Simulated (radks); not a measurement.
Species: Sr XVIII. Configuration: [Ar] 3d3. Method: Dirac Kohn-Sham, SOGGA, spin-unpolarised, spherical densities, finite nucleus; open shells fill j = l - 1/2 first; Fermi nuclear charge, rms radius 4.224 fm; computed with a radial shooting solver on a logarithmic mesh with Libxc functionals. Some entries of the table are withheld. Estimate them.

| orbital | occ. | eigenvalue (hartree) | <r^2> (bohr^2) |
|---|---|---|---|
| 1s1/2 | 2 | -606.4497 | 0.002069 |
| 2s1/2 | 2 | -100.5534 | 0.03470 |
| 2p1/2 | 2 | -93.53147 | 0.02643 |
| 2p3/2 | 4 | -91.00614 | 0.02780 |
| 3s1/2 | 2 | (1) | 0.2352 |
| 3p1/2 | 2 | (2) | (3) |
| 3p3/2 | 4 | (4) | (5) |
| 3d3/2 | 3 | (6) | (7) |
| 3d5/2 | 0 | (8) | (9) |

Answer. 
(1) 3s1/2 eigenvalue (hartree): -30.55734
(2) 3p1/2 eigenvalue (hartree): -28.04238
(3) 3p1/2 <r^2> (bohr^2): 0.2277
(4) 3p3/2 eigenvalue (hartree): -27.55663
(5) 3p3/2 <r^2> (bohr^2): 0.2353
(6) 3d3/2 eigenvalue (hartree): -23.40593
(7) 3d3/2 <r^2> (bohr^2): 0.1997
(8) 3d5/2 eigenvalue (hartree): -23.30827
(9) 3d5/2 <r^2> (bohr^2): 0.2017
